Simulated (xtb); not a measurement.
B2O2, charge +1, doublet, from a rough starting geometry (a state made from the parent by changing its charge; the spin is typed, not shown lowest); GFN2-xTB (xtb).

xtb was given this input:
```
$ xtb mol.xyz --gfn 2 --chrg 1 --uhf 1 --opt vtight --json

# file mol.xyz
4

O     -1.96423789    -0.03317461    -0.27035360
B     -0.76047119    -0.00047904    -0.08483907
B      0.85412342     0.00019663     0.06242070
O      1.97473442    -0.01073666     0.33253251
```

Output, abridged:

```
   ID    Z sym.   atoms
    1    8 O      1, 4
    2    5 B      2, 3

           -------------------------------------------------
          |                Calculation Setup                |
           -------------------------------------------------

           -------------------------------------------------
          |                 G F N 2 - x T B                 |
           -------------------------------------------------

          ...................................................
          :                      SETUP                      :
          :.................................................:
          :  # basis functions                  16          :
          :  # atomic orbitals                  16          :
          :  # shells                            8          :
          :  # electrons                        17          :
          :  max. iterations                   250          :
          :  Hamiltonian                  GFN2-xTB          :
          :  restarted?                      false          :
          :  GBSA solvation                  false          :
          :  PC potential                    false          :
          :  electronic temp.          300.0000000     K    :
          :  accuracy                    1.0000000          :
          :  -> integral cutoff          0.2500000E+02      :
          :  -> integral neglect         0.1000000E-07      :
          :  -> SCF convergence          0.1000000E-05 Eh   :
          :  -> wf. convergence          0.1000000E-03 e    :
          :  Broyden damping             0.4000000          :
          :  net charge                          1          :
          :  unpaired electrons                  1          :
          ...................................................

 iter      E             dE          RMSdq      gap      omega  full diag
   1    -10.1161000 -0.101161E+02  0.174E+01    5.06       0.0  T
   2    -10.0078928  0.108207E+00  0.935E+00    5.21       1.0  T
   3     -9.6572174  0.350675E+00  0.116E+01    4.95       1.0  T
   4    -10.1588754 -0.501658E+00  0.321E+00    5.51       1.0  T
   5    -10.1907671 -0.318916E-01  0.147E+00    5.63       1.0  T
   6    -10.1918135 -0.104648E-02  0.120E+00    5.64       1.0  T
   7    -10.1936803 -0.186674E-02  0.205E-01    5.62       1.0  T
   8    -10.1937663 -0.860141E-04  0.107E-01    5.62       1.0  T
   9    -10.1937470  0.192852E-04  0.151E-01    5.62       1.0  T
  10    -10.1937820 -0.349710E-04  0.219E-02    5.63       2.3  T
  11    -10.1937829 -0.879391E-06  0.616E-03    5.62       8.1  T
  12    -10.1937829 -0.681248E-07  0.206E-03    5.62      24.3  T
  13    -10.1937829 -0.161960E-08  0.170E-04    5.62     294.3  T
  14    -10.1937829 -0.469651E-10  0.295E-05    5.62    1695.7  T

   *** convergence criteria satisfied after 14 iterations ***

         :::::::::::::::::::::::::::::::::::::::::::::::::::::
         ::                     SUMMARY                     ::
         :::::::::::::::::::::::::::::::::::::::::::::::::::::
         :: total energy             -10.064958693448 Eh    ::
         :: gradient norm              0.150349019871 Eh/a0 ::
         :: HOMO-LUMO gap              5.624941015844 eV    ::
         ::.................................................::
         :: SCC energy               -10.193783033325 Eh    ::
         :: -> isotropic ES            0.191666478542 Eh    ::
         :: -> anisotropic ES         -0.005927816352 Eh    ::
         :: -> anisotropic XC         -0.008261632598 Eh    ::
         :: -> dispersion             -0.001130707360 Eh    ::
         :: repulsion energy           0.128824339877 Eh    ::
         :: add. restraining           0.000000000000 Eh    ::
         :: total charge               1.000000000003 e     ::
         :::::::::::::::::::::::::::::::::::::::::::::::::::::

      -----------------------------------------------------------
     |                   =====================                   |
     |                        A N C O P T                        |
     |                   =====================                   |
     |               Approximate Normal Coordinate               |
     |                Rational Function Optimizer                |
      -----------------------------------------------------------
      -----------------------------------------------------------
     |                   =====================                   |
     |                        A N C O P T                        |
     |                   =====================                   |
     |               Approximate Normal Coordinate               |
     |                Rational Function Optimizer                |
      -----------------------------------------------------------

          ...................................................
          :                      SETUP                      :
          :.................................................:
          :   optimization level         verytight          :
          :   max. optcycles                   200          :
          :   ANC micro-cycles                  20          :
          :   degrees of freedom                 6          :
          :.................................................:
          :   RF solver                   davidson          :
          :   write xtbopt.log                true          :
          :   linear?                        false          :
          :   energy convergence         0.1000000E-06 Eh   :
          :   grad. convergence          0.2000000E-03 Eh/α :
          :   maxmium RF displ.          1.0000000          :
          :   Hlow (freq-cutoff)         0.1000000E-01      :
          :   Hmax (freq-cutoff)         5.0000000          :
          :   S6 in model hess.         20.0000000          :
          ...................................................

generating ANC from exact Hessian ...
Using Lindh-Hessian (1995)
[...]
 * total energy  :   -10.0649587 Eh     change       -0.2007283E-11 Eh
 * total energy  :   -10.0710864 Eh     change       -0.6127695E-02 Eh
 * total energy  :   -10.0713349 Eh     change       -0.2485329E-03 Eh
 * total energy  :   -10.0715292 Eh     change       -0.1943220E-03 Eh
 * total energy  :   -10.0715672 Eh     change       -0.3797497E-04 Eh
 * total energy  :   -10.0716091 Eh     change       -0.4187996E-04 Eh
 * total energy  :   -10.0716358 Eh     change       -0.2670010E-04 Eh
 * total energy  :   -10.0716409 Eh     change       -0.5111780E-05 Eh
 * total energy  :   -10.0716426 Eh     change       -0.1681507E-05 Eh
 * total energy  :   -10.0716428 Eh     change       -0.1834129E-06 Eh
 * total energy  :   -10.0716430 Eh     change       -0.2278601E-06 Eh
 * total energy  :   -10.0716430 Eh     change       -0.2012364E-07 Eh
   *** GEOMETRY OPTIMIZATION CONVERGED AFTER 12 ITERATIONS ***
[...]
          :  max. iterations                   250          :
          :  Hamiltonian                  GFN2-xTB          :
          :  restarted?                      false          :
          :  GBSA solvation                  false          :
          :  PC potential                    false          :
          :  electronic temp.          300.0000000     K    :
          :  accuracy                    1.0000000          :
          :  -> integral cutoff          0.2500000E+02      :
          :  -> integral neglect         0.1000000E-07      :
          :  -> SCF convergence          0.1000000E-05 Eh   :
          :  -> wf. convergence          0.1000000E-03 e    :
          :  Broyden damping             0.4000000          :
          :  net charge                          1          :
          :  unpaired electrons                  1          :
          ...................................................

 iter      E             dE          RMSdq      gap      omega  full diag
   1    -10.2144288 -0.102144E+02  0.117E-05    5.94       0.0  T
   2    -10.2144288  0.639488E-13  0.785E-06    5.94    6373.3  T
   3    -10.2144288 -0.110134E-12  0.632E-06    5.94    7917.4  T

   *** convergence criteria satisfied after 3 iterations ***

         :::::::::::::::::::::::::::::::::::::::::::::::::::::
         ::                     SUMMARY                     ::
         :::::::::::::::::::::::::::::::::::::::::::::::::::::
         :: total energy             -10.071643023467 Eh    ::
         :: gradient norm              0.000124673075 Eh/a0 ::
         :: HOMO-LUMO gap              5.936819389224 eV    ::
         ::.................................................::
         :: SCC energy               -10.214428856376 Eh    ::
         :: -> isotropic ES            0.191083951978 Eh    ::
         :: -> anisotropic ES         -0.005828545898 Eh    ::
         :: -> anisotropic XC         -0.008295712055 Eh    ::
         :: -> dispersion             -0.001127458431 Eh    ::
         :: repulsion energy           0.142785832908 Eh    ::
         :: add. restraining           0.000000000000 Eh    ::
         :: total charge               1.000000000000 e     ::
         :::::::::::::::::::::::::::::::::::::::::::::::::::::

           -------------------------------------------------
          |                Property Printout                |
           -------------------------------------------------

    * Orbital Energies and Occupations

         #    Occupation            Energy/Eh            Energy/eV
      -------------------------------------------------------------
         1        2.0000           -1.0093808             -27.4666
         2        2.0000           -1.0072792             -27.4095
         3        2.0000           -0.8634645             -23.4961
         4        2.0000           -0.8490120             -23.1028
         5        2.0000           -0.8490119             -23.1028
         6        2.0000           -0.8370695             -22.7778
         7        2.0000           -0.8370694             -22.7778
         8        2.0000           -0.8320226             -22.6405
         9        1.0000           -0.7764452             -21.1281 (HOMO)
        10                         -0.5582711             -15.1913 (LUMO)
        11                         -0.5582708             -15.1913
        12                         -0.4033922             -10.9769
        13                         -0.4033872             -10.9767
        14                         -0.2074247              -5.6443
        15                          0.5304787              14.4351
        16                          0.9583211              26.0772
      -------------------------------------------------------------
                  HL-Gap            0.2181741 Eh            5.9368 eV
             Fermi-level           -0.7357939 Eh          -20.0220 eV

     #   Z          covCN         q      C6AA      α(0)
     1   8 O        0.789     0.034    14.678     5.135
     2   5 B        1.745     0.466    31.257    11.781
     3   5 B        1.745     0.466    31.257    11.781
     4   8 O        0.789     0.034    14.678     5.135

 Mol. C6AA /au·bohr⁶  :        343.467625
 Mol. C8AA /au·bohr⁸  :      10696.148829
 Mol. α(0) /au        :         33.832041

Wiberg/Mayer (AO) data.
largest (>0.10) Wiberg bond orders for each atom

 ---------------------------------------------------------------------------
     #   Z sym  total        # sym  WBO       # sym  WBO       # sym  WBO
 ---------------------------------------------------------------------------
     1   8 O    2.819 --     2 B    2.620     4 O    0.117
     2   5 B    3.337 --     1 O    2.620     3 B    0.635
     3   5 B    3.337 --     4 O    2.620     2 B    0.635
     4   8 O    2.819 --     3 B    2.620     1 O    0.117
 ---------------------------------------------------------------------------

Topologies differ in total number of bonds
Writing topology from bond orders to xtbtopo.mol

molecular dipole:
                 x           y           z       tot (Debye)
 q only:        0.049      -0.018       0.020
   full:        0.049      -0.016       0.020       0.141
molecular quadrupole (traceless):
                xx          xy          yy          xz          yz          zz
 q only:        3.222       0.025      -1.662       0.704       0.003      -1.561
  q+dip:        3.486       0.030      -1.798       0.761       0.004      -1.688
   full:        0.056       0.005      -0.029       0.013       0.000      -0.027

optimized geometry written to: xtbopt.xyz

           -------------------------------------------------
          | TOTAL ENERGY              -10.071643023467 Eh   |
          | GRADIENT NORM               0.000124673075 Eh/α |
          | HOMO-LUMO GAP               5.936819389224 eV   |
           -------------------------------------------------

normal termination of xtb
```
